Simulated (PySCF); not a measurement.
A calculated (M06-L, PySCF 2.14, x2c-TZVPall, scalar relativity by spin-free X2C-1e) atom or ion has these occupied shells.

```
shell  electrons  orbital energy (eV)  rms radius, mean of both spins (bohr)
 1s α          1              -538.96                                  0.231
 1s β          1              -536.38                                  0.231
 2s α          1              -43.897                                   1.20
 2s β          1              -35.872                                   1.20
 2p α          3              -27.138                                   1.20
```

(1) Name the element and its charge.

## Answers

(1) O⁺ (oxygen, charge +1), in [He] 2s2 2p3, high-spin 4S determinant.
